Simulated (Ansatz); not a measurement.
## How methods differ on SiSe (SMILES [Si][Se])

The species is SiSe (2 atoms), meant as a singlet with charge 0. SMILES: `[Si][Se]`. The coordinates come from a PBE0-D4/def2-TZVP relaxation.

```xyz
2

Si    0.0000    0.0000    0.0314
Se    0.0000    0.0000    2.0931
```

Each level gives the energy change with the Si1–Se2 bond stretched from 2.062 to 4.123 Å (eV). The values are calculated.

```tsv
level	kind	program	value (eV)	less FCI/STO-3G	CPU time (all runs)
HF/STO-3G (restricted)	Hartree–Fock	Ansatz	8.55	+2.33	0.49 s
SVWN5/STO-3G (restricted)	LDA	Ansatz	8.83	+2.61	3.4 s
BLYP/STO-3G (restricted)	GGA	Ansatz	8.10	+1.88	5.9 s
PBE/STO-3G (restricted)	GGA	Ansatz	8.46	+2.24	6 s
r2SCAN/STO-3G (restricted)	meta-GGA	Ansatz	8.95	+2.73	23 s
HSE06/STO-3G (restricted)	range-separated hybrid	Ansatz	9.71	+3.49	9.6 s
B2PLYP/STO-3G (restricted)	double hybrid	Ansatz	9.56	+3.34	4.2 s
RPA@PBE/STO-3G (restricted)	RPA	Ansatz	5.54	-0.68	7.8 s
BCCD(T)/STO-3G (restricted)	coupled cluster or CI	Ansatz	9.33	+3.11	2 s
FCI/STO-3G	exact in the basis	Ansatz	6.22	0.00	4.8 s
```

FCI/STO-3G is exact within its basis and frozen core, so for wave-function methods in that basis the difference is their error; functionals converge differently with the basis, so for them it is only a difference. A spin-restricted reference rises too steeply as a bond breaks; here HF/STO-3G, SVWN5/STO-3G, BLYP/STO-3G, PBE/STO-3G, r2SCAN/STO-3G, HSE06/STO-3G, B2PLYP/STO-3G, BCCD(T)/STO-3G lie well above the multireference or unrestricted value. All-electron rows without a relativistic Hamiltonian named are non-relativistic. The first shape isn't each level's own minimum. The values span 5.54 to 9.71 eV. All rows use very small basis sets, so none should be taken for the real molecule's value. In the correlated wave-function rows the outer d shell of Se is correlated, in sets not made for it. In so small a basis fixed costs decide the times, and correlated methods can beat functionals. Times are those of the runs behind each value, whatever else they computed, on shared processors of several kinds: orders of magnitude only.
